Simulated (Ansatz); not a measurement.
F2H4OSi2 (`F[SiH2]O[SiH2]F`) at its PBE0-D4/def2-TZVP geometry, where that method's forces vanish. The species carries charge 0 and has multiplicity 1.

```xyz
9

F     2.0470    1.4849    0.5736
Si    0.5454    1.4739    0.0464
O     0.1648   -0.0406   -0.3919
Si   -0.5240   -1.4791   -0.0975
F    -1.9575   -1.5039   -0.7883
H     0.4757    2.3468   -1.1407
H    -0.3200    1.9204    1.1596
H     0.2959   -2.5374   -0.7169
H    -0.7273   -1.6649    1.3557
```

What forces (eV/Å) does ωB97M-V/def2-TZVPP give on these atoms in the Gaussian-basis code of Ansatz? (Estimate.)

Computed: 
```
F1   0.126  0.004  0.049
Si2 -0.208  0.261 -0.044
O3   0.015 -0.005 -0.037
Si4  0.160 -0.251  0.162
F5  -0.124 -0.004 -0.054
H6   0.006 -0.106  0.158
H7   0.107 -0.056 -0.139
H8  -0.108  0.132  0.085
H9   0.026  0.025 -0.180
```
